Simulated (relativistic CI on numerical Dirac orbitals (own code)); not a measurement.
**Slater and spin-orbit integrals, Pt VI**

These numbers are calculated, not measured: Dirac-Coulomb-Breit CI, orbitals from a KLI potential per configuration, model QED (radiative potential, 1s self-energy scaled to tabulated hydrogen-like ionisation energies), valence Slater integrals scaled by 0.85, P86 correlation energy added to each configuration (own radial code, finite nucleus).

Slater integrals F^k, G^k are unscaled and averaged over j, outside the closed core [Kr] 4d10 4f14; ζ comes from projecting the Hamiltonian with its Breit term on Σ l·s of the shell.

- 5s²5p⁶5d⁵: F^2(5d,5d) = 76045, F^4(5d,5d) = 51106, ζ(5d) = 5509.7 cm⁻¹; <r>(5d) = 1.384, <r^2>(5d) = 2.181 (bohr units).
- 5s²5p⁶5d⁴6s: F^2(5d,5d) = 76808, F^4(5d,5d) = 51657, ζ(5d) = 5774.9, G^2(5d,6s) = 24500 cm⁻¹; <r>(5d) = 1.37, <r^2>(5d) = 2.137, <r>(6s) = 2.099, <r^2>(6s) = 4.897 (bohr units).
- 5s²5p⁶5d⁴5f: F^2(5d,5d) = 77269, F^4(5d,5d) = 52008, ζ(5d) = 5856.2, F^2(5d,5f) = 38254, F^4(5d,5f) = 22361, G^1(5d,5f) = 37937, G^3(5d,5f) = 23123, G^5(5d,5f) = 16333, ζ(5f) = 0.21583 cm⁻¹; <r>(5d) = 1.363, <r^2>(5d) = 2.115, <r>(5f) = 2.529, <r^2>(5f) = 7.331 (bohr units).

**Question.** Give the Racah parameters of the d shell in 5s²5p⁶5d⁵.

**Answer.** B = F²/49 − 5F⁴/441 = 973 cm⁻¹ and C = 35F⁴/441 = 4056 cm⁻¹.

In this model ζ of a weakly bound d, f or g electron outside closed shells comes out too small, for d by up to a factor of two or three and at times with the wrong sign; that of an outer p electron is too small as well.

Averages of the first 10 configurations, taken without configuration mixing, which lowers the lowest level and can move excited configurations by several eV; other configurations of the list can lie among them:

```json
{"Configuration": "5s²5p⁶5d⁵", "Parity": "even", "States": "252", "Average energy above the lowest level (eV)": "6.4"}
{"Configuration": "5s²5p⁶5d⁴6s", "Parity": "even", "States": "420", "Average energy above the lowest level (eV)": "21.0"}
{"Configuration": "5s²5p⁶5d⁴5f", "Parity": "odd", "States": "2940", "Average energy above the lowest level (eV)": "48.1"}
{"Configuration": "5s²5p⁶5d⁴6p", "Parity": "odd", "States": "1260", "Average energy above the lowest level (eV)": "32.8"}
{"Configuration": "5s²5p⁶5d³6s²", "Parity": "even", "States": "120", "Average energy above the lowest level (eV)": "37.7"}
{"Configuration": "5s²5p⁶5d⁴5g", "Parity": "even", "States": "3780", "Average energy above the lowest level (eV)": "62.1"}
{"Configuration": "5s²5p⁵5d⁶", "Parity": "odd", "States": "1260", "Average energy above the lowest level (eV)": "65.9"}
{"Configuration": "5s²5p⁶5d⁴6d", "Parity": "even", "States": "2100", "Average energy above the lowest level (eV)": "47.2"}
{"Configuration": "5s²5p⁶5d⁴7s", "Parity": "even", "States": "420", "Average energy above the lowest level (eV)": "49.3"}
{"Configuration": "5s²5p⁶5d³6s6p", "Parity": "odd", "States": "1440", "Average energy above the lowest level (eV)": "48.7"}
```
